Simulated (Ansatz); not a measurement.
Computed with Ansatz.

HfO, SMILES `[O]=[Hf]`. The species carries charge 0 and has multiplicity 1. Hf: def2 effective core potential. All single points use the PBE0-D4/def2-TZVP geometry.

```xyz
2

O    -0.268    0.818    0.009
Hf    0.268   -0.818   -0.009
```

(1) What is the dipole moment at PBE/def2-TZVPP? (Estimate.)

(2) And with r2SCAN, B3LYP, ωB97M-V? (An estimate is asked.)

(3) Give the Mulliken charges with PBE, r2SCAN, ωB97M-V in def2-TZVPP. (An estimate is asked.)

Results:

(1) The calculation gave: 3.15 D, with components (0.98, -2.99, -0.03) D in this frame, pointing from negative to positive charge.

(2) The calculation gave: r2SCAN 3.21 D, B3LYP 3.51 D, ωB97M-V 3.62 D.

(3) The calculation gave: 
```tsv
atom	PBE	r2SCAN	ωB97M-V
O1	-0.34	-0.41	-0.41
Hf2	0.34	0.41	0.41
```

B3LYP here is the variant with VWN-RPA as its local correlation; programs differ in this.
